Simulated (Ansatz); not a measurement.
fac-FeF3(NH3)3 (FeN₃F₃H₉), relaxed as a sextet with UKS PBE-D4/def2-SVP in Ansatz, starting from the GFN1-xTB geometry. Force threshold 0.02 eV/Å.

Another isomer (sextet) lies 0.04 eV lower at PBE0-D4/def2-TZVP; other spin states weren't run for this one.

Start:

```xyz
16

F     0.224    1.638    2.075
F    -1.752   -0.818    1.813
F     1.373   -1.302    1.868
Fe   -0.032   -0.110    1.307
N    -0.288   -1.791   -0.670
N     1.764    0.690   -0.404
N    -1.433    1.228   -0.441
H    -1.170   -2.182   -0.363
H     0.447   -2.431   -0.395
H    -0.296   -1.708   -1.677
H     1.814    0.731   -1.413
H     2.509    0.098   -0.059
H     1.905    1.618   -0.025
H    -2.340    0.859   -0.183
H    -1.398    1.353   -1.443
H    -1.327    2.128    0.010
```

Question: Estimate the energy that the relaxation releases and the steps that it takes.

Answer: 0.91 eV, in 7 steps; 11 s on 4 threads of INTEL XEON PLATINUM 8581C on a shared host. No frequencies were taken in this run, so the end may be a saddle point.

Question: Does the start keep its bonding?

Answer: By distances, no bond broke or formed. The bond that changes most is Fe4–N7, from 2.61 to 2.28 Å (atoms count from 1).

Question: Predict the relaxed structure.

Answer: 
```
atom   x (Å)   y (Å)   z (Å)
  F1   0.233   1.568   1.725
  F2  -1.658  -0.743   1.479
  F3   1.300  -1.224   1.518
 Fe4  -0.023  -0.074   0.876
  N5  -0.285  -1.792  -0.595
  N6   1.750   0.691  -0.331
  N7  -1.430   1.211  -0.371
  H8  -1.183  -2.109  -0.203
  H9   0.457  -2.381  -0.192
 H10  -0.294  -1.882  -1.617
 H11   1.946   0.832  -1.328
 H12   2.426   0.028   0.074
 H13   1.839   1.580   0.179
 H14  -2.295   0.800   0.005
 H15  -1.539   1.414  -1.371
 H16  -1.243   2.079   0.150
```
Bond lengths: 3 × Fe–N 2.28 Å; 3 × F–Fe 1.87 Å; 9 × H–N 1.03 Å.
